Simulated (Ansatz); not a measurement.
Basis sets compared for the cluster Be9O9 (the lowest singlet isomer of a short search). Total charge 0; singlet. Geometry r2SCAN-D4/def2-SVP. Ansatz on 4 threads of Arm Neoverse V1 on a shared host; times are rough, and most runs start from earlier orbitals.

```tsv
atom	x (Å)	y (Å)	z (Å)
Be1	-2.5019	2.5685	-1.8016
Be2	-0.1107	2.4871	-3.1352
Be3	2.3261	1.2385	-3.0060
Be4	1.3923	-2.6829	2.6330
Be5	3.6773	-0.5882	-1.4736
Be6	3.3107	-2.1367	0.7556
Be7	-3.1954	-0.3519	2.3792
Be8	-1.1769	-1.9776	3.2717
Be9	-3.7214	1.4431	0.3768
O10	3.3171	0.3593	-2.4772
O11	2.6004	-2.6642	1.8746
O12	-3.4424	2.2178	-0.7881
O13	1.2254	2.0592	-3.3927
O14	0.1184	-2.5749	3.2658
O15	-2.4163	-1.2873	3.1226
O16	-3.8236	0.6009	1.5235
O17	-1.4428	2.7969	-2.7295
O18	3.8639	-1.5077	-0.3990
```

The structure comes from a short search, and lower isomers may exist.

Binding counts from free atoms (Be singlet, O triplet) in the same basis, without a counterpoise term.

```csv
level,functions,energy (Eh),HOMO (eV),LUMO (eV),binding per atom (eV),wall time
PBE-D4/def2-SVP,207,-809.2924,-7.08,-1.68,5.37,3.5 s
PBE0-D4/def2-SVP,207,-809.3121,-8.65,-0.98,5.17,6 s
```

(1) Estimate the rows for PBE-D4/def2-TZVP, PBE0-D4/def2-TZVP.

Results:

(1) 
```
            level  functions  energy (Eh)  HOMO (eV)  LUMO (eV)  binding per atom (eV)  wall time
 PBE-D4/def2-TZVP        450    -810.2515      -7.02      -1.72                   5.31      8.5 s
PBE0-D4/def2-TZVP        450    -810.2794      -8.56      -1.07                   5.13       21 s
```
